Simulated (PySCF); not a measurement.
**Electron correlation in Ag (silver, neutral)**

[Kr] 4d10 5p1, 2P determinant (an excited configuration). Calculation: PySCF 2.14, in def2-QZVPPD with the def2 core potential (28 electrons) (7s5p4d4f2g, 88 functions); scalar relativity through the core potential. Frozen: 4s2 4p6; 11 electrons correlated.

| level | correlation energy (mhartree) |
| --- | --- |
| CCSD | -366.67 |
| (T) | -15.33 |
| CCSD(T) | -382.00 |

Diagnostics: T1 = 0.025, D1 = 0.1170, largest double amplitude 0.027.

Is a single reference adequate?

Yes, within this model without spin-orbit coupling: T1 lies below 0.03 and no double amplitude reaches 0.07.
